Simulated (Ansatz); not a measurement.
C₂H₃N, charge -1, doublet, at a GFN2-xTB geometry (a state made from the parent by changing its charge; the spin is typed, not shown lowest) (a gas-phase anion, which may not be bound at this level); REVPBE/cc-pVDZ (Ansatz, an electronic-structure program).

The Ansatz input:
Ansatz 0.2 input:
```yaml
crystal:
  periodic: [false, false, false]
  atoms:
    - {symbol: C, position_ang: [-1.14762513, 0.02603731, 0.00494983]}
    - {symbol: C, position_ang: [0.34331707, -0.39971770, 0.11496049]}
    - {symbol: N, position_ang: [1.35031630, 0.27156055, -0.09560609]}
    - {symbol: H, position_ang: [-1.65947905, -0.62089377, -0.72103085]}
    - {symbol: H, position_ang: [-1.64071404, -0.11653138, 0.97659776]}
    - {symbol: H, position_ang: [-1.32617261, 1.07858365, -0.30578618]}
basis:
  gaussian:
    orbitals: cc-pVDZ
hamiltonian:
  xc: revpbe
total_charge: -1
magnetization: {spin_polarized: true, initial_magnetization: 1}
```

What the program printed (banner, timings and long lists left out):

```
Functional definition: revPBE
732 factors; their error is unknown
mean field evaluation 1: about -3607.5478 eV, gradient 2.0e1 eV
mean field evaluation 2: about -3599.0112 eV, gradient 4.3e1 eV
mean field evaluation 4: about -3609.6031 eV, gradient 2.6e0 eV
mean field evaluation 8: about -3609.6502 eV, gradient 1.1e-1 eV
mean field evaluation 16: about -3609.6257 eV, gradient 1.5e-4 eV
mean field -3609.62569695 eV, -132.6512976709 hartree, gradient 4.2e-5 eV, S^2 0.751845; 0 other end points of the search recorded, 0 dependent functions left out
reference -3609.62572853 eV, -132.6512988311 hartree; 12, 11 occupied and 45, 46 virtual orbitals, 732 factors
Total energy: -3609.62572853 eV, -132.6512988311 hartree
```
